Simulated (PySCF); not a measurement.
CH₅FO₂Si₂, SMILES O=CO[SiH2][SiH2]F. Atoms are numbered in the order given.

```xyz
11

O      1.1681     0.9988     0.9727
C      1.8715     0.9182    -0.0173
O      1.6470     0.0893    -1.0440
Si     0.2580    -0.9784    -0.8979
Si    -1.5823     0.1139     0.0841
F     -1.5878    -0.1310     1.7056
H      2.7892     1.5352    -0.1881
H      0.0307    -1.3846    -2.3236
H      0.6876    -2.1712    -0.0912
H     -2.8546    -0.4937    -0.4491
H     -1.5717     1.5816    -0.2314
```

Coordinates come from a PBE-D3(BJ)/def2-SVP optimisation. The structure was generated by enumeration, and PubChem lists no compound with its InChIKey, so it may never have been made. The values are those of a single conformer.

Calculation: PBE-D3(BJ)/def2-SVP in PySCF.

Frequencies are harmonic and unscaled.

Computed normal modes with their intensities:
| mode | ν (cm⁻¹) | IR (km/mol) | moving atoms (share of kinetic energy) |
|---|---|---|---|
| 1 | 32 | 0.9 | O 63 %, Si 14 %, H 10 %, F 10 % |
| 2 | 80 | 0.5 | F 48 %, O 21 %, Si 13 %, H 12 % |
| 3 | 109 | 2.3 | Si 35 %, O 31 %, H 18 %, C 13 % |
| 4 | 162 | 6.6 | F 51 %, Si 31 %, H 16 % |
| 5 | 184 | 12.3 | O 58 %, Si 23 %, H 10 % |
| 6 | 283 | 21.2 | O 38 %, H 37 %, C 20 % |
| 7 | 396 | 13.5 | Si 70 %, H 25 % |
| 8 | 453 | 27.6 | H 74 %, Si 21 % |
| 9 | 520 | 12.6 | H 65 %, Si 32 % |
| 10 | 658 | 19.1 | Si 38 %, O 34 %, H 15 %, C 13 % |
| 11 | 689 | 30.5 | H 74 %, O 20 % |
| 12 | 707 | 21.1 | H 84 % |
| 13 | 759 | 55.1 | H 55 %, O 33 % |
| 14 | 803 | 264.7 | H 55 %, O 28 %, C 11 % |
| 15 | 831 | 11.6 | H 46 %, F 39 %, Si 12 % |
| 16 | 871 | 158.2 | H 80 %, Si 11 % |
| 17 | 907 | 38.7 | H 71 %, Si 19 %, F 9 % |
| 18 | 921 | 89.1 | H 78 %, Si 16 % |
| 19 | 999 | 0.2 | H 57 %, C 38 % |
| 20 | 1202 | 250.6 | O 47 %, C 44 %, H 9 % |
| 21 | 1331 | 2.6 | H 86 %, O 8 % |
| 22 | 1744 | 202.3 | C 59 %, O 38 % |
| 23 | 2145 | 117.2 | H 97 % |
| 24 | 2173 | 49.7 | H 97 % |
| 25 | 2178 | 103.6 | H 96 % |
| 26 | 2193 | 90.0 | H 96 % |
| 27 | 2966 | 69.3 | H 92 %, C 8 % |
